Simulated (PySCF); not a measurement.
## Atomic charges by several schemes

Compound: C7H13NOSi.
Structure used (GFN2-xTB), in Å, numbered top down from 1:
```
atom  x, y, z in Å
C1    -2.190    0.399    0.792
C2    -0.996   -0.314    0.142
C3    -0.937   -1.713    0.711
O4    -1.037   -2.731    0.086
C5    -1.202   -0.396   -1.383
C6    -1.121    0.900   -2.000
N7    -1.052    1.938   -2.474
C8     0.307    0.422    0.517
C9     1.570   -0.198   -0.073
Si10   3.154    0.616    0.604
H11   -2.056    0.468    1.870
H12   -2.279    1.406    0.390
H13   -3.117   -0.136    0.593
H14   -0.793   -1.725    1.809
H15   -2.184   -0.828   -1.597
H16   -0.449   -1.053   -1.828
H17    0.383    0.431    1.608
H18    0.224    1.460    0.185
H19    1.556   -0.095   -1.159
H20    1.584   -1.269    0.142
H21    3.209    0.400    2.052
H22    4.310   -0.004   -0.041
H23    3.109    2.050    0.321
```

Density: PBE0/pcSseg-1 (PySCF); schemes: Mulliken, IAO, Hirshfeld and ESP-fitted. One conformer (not necessarily the lowest) at the GFN2-xTB geometry, without solvent, vibrations or thermal averaging.

Question: Atoms with like bonding are taken together and averaged. At which atom do the 4 schemes differ most?

Answer: At C2: from -0.683 (Mulliken) to +0.406 e (ESP-fitted), 1.089 e apart.

Question: Do the Mulliken, IAO, Hirshfeld and ESP-fitted schemes agree on where the charge is lowest?

Answer: The schemes don't all agree: Mulliken C2 (-0.683); IAO C9 (-0.536); Hirshfeld N7 (-0.229); ESP-fitted C1 (-0.629).

Question: Do the Mulliken, IAO, Hirshfeld and ESP-fitted schemes agree on where the charge is highest?

Answer: The schemes don't all agree: Mulliken Si10 (+0.506); IAO Si10 (+0.607); Hirshfeld Si10 (+0.323); ESP-fitted C6 (+0.483).

Question: What partial charge does each atom carry?

Answer: In e; atoms taken as equivalent share a row and are averaged (×n: the atom named and its like, n in all):

```
       atom                    environment  Mulliken     IAO  Hirshfeld  ESP-fitted
         C1                  methyl carbon    -0.128  -0.420     -0.112      -0.629
         C2  sp3 carbon next to a carbonyl    -0.683  -0.001     +0.018      +0.406
         C3                aldehyde carbon    +0.392  +0.267     +0.141      +0.405
         O4                aldehyde oxygen    -0.340  -0.382     -0.206      -0.452
         C5   sp3 carbon next to a nitrile    -0.070  -0.302     -0.048      -0.535
         C6                 nitrile carbon    +0.060  +0.139     +0.092      +0.483
         N7               nitrile nitrogen    -0.249  -0.255     -0.229      -0.507
         C8               chain CH2 carbon    -0.146  -0.250     -0.067      -0.180
         C9    sp3 carbon bound to silicon    -0.521  -0.536     -0.157      -0.268
       Si10                   SiH3 silicon    +0.506  +0.607     +0.323      +0.355
H11/H12/H13                methyl hydrogen    +0.131  +0.150     +0.047      +0.164
        H14                formyl hydrogen    +0.080  +0.098     +0.045       0.000
        H15             methylene hydrogen    +0.175  +0.184     +0.066      +0.193
        H16             methylene hydrogen    +0.177  +0.185     +0.061      +0.167
        H17             methylene hydrogen    +0.128  +0.130     +0.038      +0.052
        H18             methylene hydrogen    +0.155  +0.148     +0.041      +0.098
        H19             methylene hydrogen    +0.159  +0.146     +0.040      +0.103
        H20             methylene hydrogen    +0.149  +0.142     +0.036      +0.088
H21/H22/H23                  Si–H hydrogen    -0.079  -0.117     -0.075      -0.091
```

Mean size of the charges over all atoms: ESP-fitted 0.247 e, IAO 0.217 e, Mulliken 0.206 e, Hirshfeld 0.091 e. Each set sums to the total charge, 0, to within 0.001 e. The IAO scheme counts the electrons in orthogonalised intrinsic atomic orbitals, a minimal basis polarised so that it spans the occupied orbitals exactly.

Some averages cover members that differ in this geometry: H11/H12/H13, ESP-fitted +0.145 to +0.177 e.

Question: How many electrons does the ESP-fitted scheme count on Si10?

Answer: Z − q = 14 − (+0.355) = 13.645.

Question: Sum the charges by element, for elements with more than one atom.

Answer: 
| element | atoms | Mulliken | IAO | Hirshfeld | ESP-fitted |
| --- | --- | --- | --- | --- | --- |
| C | 7 | -1.095 | -1.104 | -0.133 | -0.317 |
| H | 13 | +1.177 | +1.134 | +0.244 | +0.921 |
